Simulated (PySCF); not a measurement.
# Exercise with solution: entropy of an ideal gas

H₄O₃Si, SMILES O[SiH](O)O.

Geometry: PBE0-D3(BJ)/def2-SVP. Other conformers were not sampled.

PBE0-D3(BJ)/def2-SVP (PySCF) gives the harmonic wavenumbers 164, 226, 244, 307, 370, 389, 748, 781, 805, 840, 853, 910, 976, 995, 2301, 3925, 3935, 3942 cm⁻¹ and the rotational temperatures 0.3432, 0.3088, 0.1886 K. The molar mass is 80.11 g/mol, the symmetry number 1, the spin multiplicity 1.

### Question
Work out the entropy at 298.15 K and 1 atm in the rigid-rotor, harmonic-oscillator model.

### Answer

Translation (Sackur–Tetrode at 1 atm): S = R[1.5 ln M + 2.5 ln T − 1.16487] = 163.4 J/(mol K).
Rotation: q = (√π/σ) T^1.5/√(θA θB θC) = 64500, S = R[ln q + 3/2] = 104.6 J/(mol K).
Vibration: with u = 1.4388 ν/T, each mode gives R[u/(e^u − 1) − ln(1 − e^−u)]:
```csv
ν (cm⁻¹),modes,u,S (J/(mol K))
164,1,0.79,10.47
226,1,1.09,7.99
244,1,1.18,7.42
307,1,1.48,5.77
370,1,1.79,4.52
389,1,1.88,4.20
748,1,3.61,1.06
781,1,3.77,0.93
805,1,3.88,0.85
840,1,4.05,0.74
853,1,4.12,0.70
910,1,4.39,0.56
976,1,4.71,0.43
995,1,4.80,0.40
```
The stiffer modes add less than 0.005 each. Sum 46.1 J/(mol K).
Spin: R ln 1 = 0.0 J/(mol K).
Total 314.0 J/(mol K); the program's own thermochemistry gives 314.0. Translation makes up 52 % and vibration 15 %. Anharmonicity, hindered rotation and orbital degeneracy are left out.
